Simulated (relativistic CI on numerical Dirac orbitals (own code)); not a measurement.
# Electric-dipole transitions in W LXVIII

Calculated at this level of theory: Dirac-Coulomb-Breit CI, orbitals from a KLI potential per configuration, model QED (radiative potential, 1s self-energy scaled to tabulated hydrogen-like ionisation energies), unscaled Slater integrals (own radial code, finite nucleus).

Configurations in the expansion (outside the closed core 1s2): 2s²2p³, 2s2p⁴, 2p⁵, 2p⁴3s, 2p⁴3p, 2s²2p²3s, 2p⁴3d, 2s²2p²3p, 2s²2p²3d, 2s2p³3s, 2s2p³3p, 2s2p³3d, 2s²2p²4s, 2s²2p²4p, 2s²2p²4d, 2s²2p²4f, 2s²2p3s², 2s2p³4s, 2s²2p3s3p, 2s2p³4p, 2s2p³4d, 2s²2p²5s, 2s²2p3s3d, 2s2p³4f, 2s²2p3p², 2s²2p²5p, 2s²2p²5d, 2s²2p²5f, 2s²2p²5g, 2s²2p3p3d, 2s2p²3s², 2s²2p3d², 2s2p²3s3p, 2s2p²3s3d, 2s2p²3p², 2s2p²3p3d. Levels of other configurations are missing.

| λ vac (Å) | Lower | Upper | A (s⁻¹) | gf | Branching (%) |
| --- | --- | --- | --- | --- | --- |
| 1.1387 | 2s²2p³ ²D°5/2 [3] | 2s²2p²3d ²F7/2 [116] | 1.41e+15 | 2.19e+00 | 99.9 |
| 1.1403 | 2s²2p³ ²P°3/2 [1] | 2s²2p²3d ²D3/2 [49] | 1.56e+15 | 1.21e+00 | 84.1 |
| 1.1409 | 2s²2p³ ²P°3/2 [1] | 2s²2p²3d ²D5/2 [48] | 1.75e+15 | 2.05e+00 | 97.2 |
| 1.1420 | 2s2p⁴ ²D5/2 [10] | 2s2p³3d ²F°7/2 [265] | 1.48e+15 | 2.31e+00 | 98.9 |
| 1.1429 | 2s2p⁴ ⁴P5/2 [5] | 2s2p³3d ⁴D°5/2 [157] | 1.47e+15 | 1.73e+00 | 96.6 |
| 1.1434 | 2s2p⁴ ⁴P5/2 [5] | 2s2p³3d ⁴F°7/2 [155] | 1.32e+15 | 2.07e+00 | 96.5 |
| 1.1436 | 2s2p⁴ ²P3/2 [7] | 2s2p³3d ²F°5/2 [179] | 1.63e+15 | 1.92e+00 | 86.0 |
| 1.2907 | 2s²2p³ ²P°3/2 [8] | 2s²2p²3d ²D5/2 [134] | 1.26e+15 | 1.89e+00 | 99.5 |
| 1.2936 | 2s2p⁴ ²D5/2 [10] | 2s2p³3d ²F°7/2 [192] | 1.63e+15 | 3.26e+00 | 99.1 |
| 1.2936 | 2s2p⁴ ⁴P1/2 [14] | 2s2p³3d ²P°3/2 [315] | 2.46e+15 | 2.47e+00 | 98.1 |
| 1.2937 | 2s²2p³ ⁴S°3/2 [2] | 2s²2p²3d ²D5/2 [55] | 1.33e+15 | 2.01e+00 | 63.0 |
| 1.2954 | 2s²2p³ ²P°3/2 [8] | 2s²2p²3d ²D5/2 [129] | 1.27e+15 | 1.91e+00 | 97.3 |
| 1.2955 | 2s²2p³ ²P°3/2 [8] | 2s²2p²3d ²P3/2 [128] | 2.18e+15 | 2.19e+00 | 97.6 |
| 1.2957 | 2s²2p³ ²D°5/2 [3] | 2s²2p²3d ²F7/2 [56] | 2.37e+15 | 4.77e+00 | 100.0 |
| 1.2959 | 2s²2p³ ⁴S°3/2 [2] | 2s²2p²3d ²F5/2 [54] | 1.05e+15 | 1.59e+00 | 71.0 |
| 1.2968 | 2s²2p³ ²D°5/2 [3] | 2s²2p²3d ²D5/2 [55] | 7.70e+14 | 1.17e+00 | 36.4 |
| 1.2990 | 2s²2p³ ²P°3/2 [1] | 2s²2p²3d ²D5/2 [20] | 1.46e+15 | 2.21e+00 | 100.0 |
| 1.3004 | 2s2p⁴ ⁴P5/2 [5] | 2s2p³3d ⁴D°7/2 [75] | 2.03e+15 | 4.11e+00 | 99.7 |
| 1.3004 | 2s2p⁴ ²D3/2 [12] | 2s2p³3d ²D°5/2 [198] | 2.55e+15 | 3.87e+00 | 96.4 |
| 1.3013 | 2s2p⁴ ⁴P5/2 [5] | 2s2p³3d ⁴D°5/2 [74] | 1.11e+15 | 1.70e+00 | 86.7 |
| 1.3019 | 2s²2p³ ²P°1/2 [4] | 2s²2p²3d ²D3/2 [57] | 1.40e+15 | 1.43e+00 | 88.2 |
| 1.3025 | 2s2p⁴ ²D5/2 [10] | 2s2p³3d ²D°5/2 [186] | 1.81e+15 | 2.76e+00 | 92.8 |
| 1.3033 | 2s2p⁴ ²P3/2 [7] | 2s2p³3d ²D°5/2 [79] | 2.11e+15 | 3.22e+00 | 98.8 |
| 1.3042 | 2s2p⁴ ²D5/2 [10] | 2s2p³3d ²F°7/2 [183] | 1.19e+15 | 2.43e+00 | 98.5 |
| 1.3043 | 2p⁵ ²P°1/2 [15] | 2p⁴3d ²D3/2 [374] | 3.03e+15 | 3.09e+00 | 98.2 |
| 1.3078 | 2p⁵ ²P°3/2 [13] | 2p⁴3d ²D5/2 [212] | 1.75e+15 | 2.69e+00 | 98.3 |
| 3.8242 | 2s²2p²3d ²G7/2 [47] | 2s²2p²4f ²H°9/2 [284] | 2.75e+14 | 6.02e+00 | 88.5 |
| 3.8286 | 2s²2p²3d ²D3/2 [19] | 2s²2p²4f ²F°5/2 [172] | 2.91e+14 | 3.84e+00 | 90.8 |
| 3.9236 | 2s²2p²3d ²G9/2 [53] | 2s²2p²4f ²H°11/2 [298] | 3.01e+14 | 8.32e+00 | 99.7 |
| 3.9474 | 2s²2p²3d ²D5/2 [20] | 2s²2p²4f ²F°7/2 [180] | 3.02e+14 | 5.64e+00 | 97.8 |

Terms are leading LS components. Brackets give the number of a level in order of energy, since labels repeat. The list gives strong lines, with weight on those to low levels, without lines whose two gauges differ by over a factor of 2.5, among the lowest 400 of 1461 levels, so that lines to higher ones, which can be the strongest, are missing. Levels whose partners in the same complex of configurations lie outside the list can be far off, and so can their lines. Rates are taken at the computed energies, electric ones in the length gauge.

At this charge energies of transitions that change n are usually good to better than 1 %, and those within a shell (Δn = 0) to a few per cent.

LS names give the leading component of a level, which can be under half, so a name can repeat, a term be missing and a line seem to break the LS rules.
